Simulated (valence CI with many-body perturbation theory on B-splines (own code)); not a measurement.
In36+: key properties

Method: relativistic CI+MBPT: three valence electrons over a frozen Dirac-Fock core [Ne], a basis of 11 s, 11 p, 9 d, 7 f, 5 g, 2 h, 1 i functions for each j, with the one-electron correlation potential Σ1, the two-electron term Σ2, the three-electron term Σ3, Breit, model QED; selected CI, second order for the rest (own B-spline code, finite nucleus).

No measured spectrum was set against this ion. As an estimate, large intervals hold to a few tenths of a per cent, small ones and those within an open d or f shell to about a per cent.

Levels are named by their leading jj configuration (3d3/2^4 stands for four electrons in 3d with j = 3/2), which in mixed levels can hold well under half, so a name can repeat and another be missing.

Rates and lifetimes use the calculated energies. Strong lines usually hold to 10 to 20 %, long lifetimes can be off by a factor of two.

Q: What is the ground level?

A: (3s^2 3p1/2) J=1/2, composition 99 % 3s2 3p 2P°, g = 0.659.

Q: Name the longest-lived excited levels whose lifetime is computed, and their main decay.

A: (3s 3p3/2 3d5/2) J=9/2 at 2523.7 × 10³ cm⁻¹ lives 2.02 μs, mostly by M1 to (3s 3p1/2 3d5/2) J=7/2; (3s^2 3p3/2) J=3/2 at 422.43 × 10³ cm⁻¹ lives 1.48 μs, mostly by M1 to (3s^2 3p1/2) J=1/2.

Q: Where does the other parity begin?

A: At (3s 3p1/2^2) J=1/2, 699.02 × 10³ cm⁻¹.

Q: What is the ionisation energy?

A: 2396.6 eV; NIST lists 2373 ± 11 eV (semi-empirical).

Q: Among levels below 3850.1 × 10³ cm⁻¹, which E1 lines absorb most strongly from the ground level?

A: to (3s^2 3d3/2) J=3/2 at 6.571 nm, f = 0.351; to (3s 3p1/2 3p3/2) J=1/2 at 7.915 nm, f = 0.189; to (3s 3p1/2 3p3/2) J=3/2 at 8.369 nm, f = 0.104.
